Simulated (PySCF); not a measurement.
methoxy(methylsulfanyl)methane (C3H8OS), SMILES CSCOC.

Coordinates come from a r2SCAN-D4/def2-SVP optimisation. Other conformers were not sampled.

Method: TDDFT-PBE/def2-SVPD (PySCF).

Vertical excitations. The molecule is in vacuum.

Problem. Give excitation energies, oscillator strengths and character. (The exact figures need the calculation; the answer reports its results.)

Solution. 
```json
[
 {"state": "S1", "energy (eV)": "5.28", "λ (nm)": "235", "f": "0.000", "main pairs": "HOMO→LUMO 97 %"},
 {"state": "S2", "energy (eV)": "5.49", "λ (nm)": "226", "f": "0.013", "main pairs": "HOMO→LUMO+1 97 %"},
 {"state": "S3", "energy (eV)": "5.97", "λ (nm)": "208", "f": "0.007", "main pairs": "HOMO−1→LUMO 92 %"},
 {"state": "S4", "energy (eV)": "6.05", "λ (nm)": "205", "f": "0.029", "main pairs": "HOMO→LUMO+2 82 %"},
 {"state": "S5", "energy (eV)": "6.15", "λ (nm)": "202", "f": "0.019", "main pairs": "HOMO→LUMO+3 92 %"},
 {"state": "S6", "energy (eV)": "6.23", "λ (nm)": "199", "f": "0.012", "main pairs": "HOMO−1→LUMO+1 95 %"},
 {"state": "S7", "energy (eV)": "6.50", "λ (nm)": "191", "f": "0.015", "main pairs": "HOMO→LUMO+4 89 %"},
 {"state": "S8", "energy (eV)": "6.69", "λ (nm)": "185", "f": "0.064", "main pairs": "HOMO−1→LUMO+2 81 %"},
 {"state": "S9", "energy (eV)": "6.82", "λ (nm)": "182", "f": "0.034", "main pairs": "HOMO→LUMO+5 68 %, HOMO→LUMO+6 15 %"},
 {"state": "S10", "energy (eV)": "6.86", "λ (nm)": "181", "f": "0.013", "main pairs": "HOMO−1→LUMO+3 98 %"},
 {"state": "T1", "energy (eV)": "4.94", "λ (nm)": "251", "f": "0", "main pairs": "HOMO→LUMO 98 %"},
 {"state": "T2", "energy (eV)": "5.37", "λ (nm)": "231", "f": "0", "main pairs": "HOMO→LUMO+1 96 %"},
 {"state": "T3", "energy (eV)": "5.58", "λ (nm)": "222", "f": "0", "main pairs": "HOMO→LUMO+2 94 %"},
 {"state": "T4", "energy (eV)": "5.76", "λ (nm)": "215", "f": "0", "main pairs": "HOMO−1→LUMO 95 %"}
]
```
Triplets are in the Tamm–Dancoff approximation, which puts them higher than full response would, so one can lie above its singlet here.
